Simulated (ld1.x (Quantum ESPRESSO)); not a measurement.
**Transferability test, RRKJ potential for carbon (C)**

C (Z = 6), norm-conserving RRKJ (Kleinman–Bylander form), made with ld1.x (Quantum ESPRESSO) 7.5 (PW91, non-relativistic). Core [He], reference 2s2 2p2. Waves: 2s (bound): rc 1.05 bohr; 2p (bound): rc 2.20 bohr. Local part: all-electron potential smoothed inside 1.30 bohr (lloc = -1). Core correction: Bessel-smoothed model core inside 1.05 bohr. rho0 = 0.02.

Energies are relative to the spin-unpolarised reference configuration 2s2 2p2; without spin polarisation the order of configurations can differ from experiment.

```tsv
valence configuration	charge	ΔE all-electron (eV)	error AE − PS (meV)
2s2 2p1	+1	10.932	+49
2s2 2p0	+2	35.168	+468
2s1 2p0	+3	83.403	+955
2s2 2p1.5	+0.5	3.996	+6.8
2s1 2p2	+1	19.652	-57
2s0 2p4	0	16.920	-37
```

What are ΔE and the potential's error for 2s1 2p3?

ΔE = 8.451 eV all-electron; the error (AE − PS) is -9.7 meV.
